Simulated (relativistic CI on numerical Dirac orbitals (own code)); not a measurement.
## Radial parameters of Hf LV

These numbers are calculated, not measured: Dirac-Coulomb-Breit CI, KLI orbitals optimised for each configuration, model QED (radiative potential, 1s self-energy scaled to tabulated hydrogen-like ionisation energies), unscaled Slater integrals (own radial code, finite nucleus).

Slater integrals F^k, G^k are unscaled and averaged over j, outside the closed core [Ne]; ζ comes from projecting the Hamiltonian with its Breit term on Σ l·s of the shell.

- 3s2 3p5 3d: ζ(3p) = 1.625e+06, F^2(3p,3d) = 517670, G^1(3p,3d) = 539860, G^3(3p,3d) = 363900, ζ(3d) = 221350 cm⁻¹; <r>(3p) = 0.1907, <r^2>(3p) = 0.04214, <r>(3d) = 0.1693, <r^2>(3d) = 0.03311 (bohr units).
- 3s 3p6 3d: G^2(3s,3d) = 413540, ζ(3d) = 222260 cm⁻¹; <r>(3s) = 0.1944, <r^2>(3s) = 0.04319, <r>(3d) = 0.1694, <r^2>(3d) = 0.03315 (bohr units).
- 3s2 3p5 4s: ζ(3p) = 1.6403e+06, G^1(3p,4s) = 69506 cm⁻¹; <r>(3p) = 0.1899, <r^2>(3p) = 0.04178, <r>(4s) = 0.3663, <r^2>(4s) = 0.1512 (bohr units).

Averages of the first 10 configurations, taken without configuration mixing, which lowers the lowest level and can move excited configurations by several eV; other configurations of the list can lie among them:

```csv
Configuration,Parity,States,Average energy above the lowest level (eV)
3s2 3p6,even,1,0.4
3s2 3p5 3d,odd,60,389.3
3s 3p6 3d,even,20,800.0
3s2 3p5 4s,odd,12,2388.6
3s2 3p5 4p,even,36,2545.4
3s2 3p5 4d,odd,60,2706.7
3s 3p6 4s,even,4,2801.4
3p6 3d 4p,odd,60,3756.4
3p6 3d2,even,45,1611.2
3p5 3d3,odd,720,1997.9
```
